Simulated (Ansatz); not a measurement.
Geometry optimisation, UKS r2SCAN/STO-3G (Ansatz 0.2.0).

The input (input.yaml):

```yaml
crystal:
  periodic: [false, false, false]
  atoms:
    - { symbol: C, position_ang: [-0.1896, 0.0575, 1.2976] }
    - { symbol: "N", position_ang: [0.1158, -0.2745, -0.0765] }
    - { symbol: C, position_ang: [1.1447, -1.1187, -0.3258] }
    - { symbol: "N", position_ang: [2.0363, -1.6021, 0.58] }
    - { symbol: C, position_ang: [-0.5482, 0.2178, -1.1921] }
    - { symbol: "N", position_ang: [-1.3925, 1.2878, -0.9536] }
    - { symbol: O, position_ang: [-0.4393, -0.2115, -2.314] }
    - { symbol: H, position_ang: [-0.1834, -0.7647, 1.9238] }
    - { symbol: H, position_ang: [0.5045, 0.839, 1.6944] }
    - { symbol: H, position_ang: [-1.2345, 0.5425, 1.3727] }
    - { symbol: H, position_ang: [1.3429, -1.3721, -1.35] }
    - { symbol: H, position_ang: [1.7444, -1.2987, 1.5416] }
    - { symbol: H, position_ang: [-1.098, 2.0361, -0.3693] }
    - { symbol: H, position_ang: [-1.816, 1.6324, -1.8001] }
magnetization:
  spin_polarized: true
basis:
  gaussian: { orbitals: STO-3G }
hamiltonian:
  xc: r2scan
relax:
  f_tol: 0.02
  max_steps: 40
```

Run as:

```bash
$ ansatz run input.yaml --threads 1 --pin off --max-ram 2048MiB --backend cpu --events-out ev --progress --plain --runs-dir out
```

Task: Where does it end, and by what steps?

Result: The forces met the threshold. Limits of this set-up: minimal basis. After 11 steps the energy has fallen by 1.159 eV; H9 moved furthest, 0.23 Å.

```
step  energy less start (eV)  largest force component (eV/Å)  accepted
   0                  0.0000                           5.086       yes
   1                 -0.9999                           1.365       yes
   2                 -1.0232                           1.337       yes
   3                 -1.0955                           1.146       yes
   4                 -1.1225                           0.555       yes
   5                 -1.1345                           0.337       yes
   6                 -1.1564                           0.126       yes
   7                 -1.1578                           0.069       yes
   8                 -1.1585                           0.024       yes
   9                 -1.1588                           0.025       yes
  10                 -1.1589                           0.035       yes
  11                 -1.1591                           0.013       yes
```

```xyz
14
Properties=species:S:1:pos:R:3
C -0.222 0.157 1.311
N 0.186 -0.234 -0.068
C 1.238 -1.185 -0.288
N 2.051 -1.765 0.570
C -0.539 0.248 -1.249
N -1.528 1.276 -0.877
O -0.387 -0.231 -2.394
H -0.074 -0.700 1.991
H 0.364 1.018 1.689
H -1.292 0.422 1.290
H 1.317 -1.407 -1.370
H 1.774 -1.383 1.537
H -1.051 2.042 -0.333
H -1.850 1.712 -1.781
```

Whether the end is a true minimum wasn't checked by a vibrational analysis.

The run took 2 min on 1 thread of Arm Neoverse V1 (shared host), peak memory 0.22 GiB.
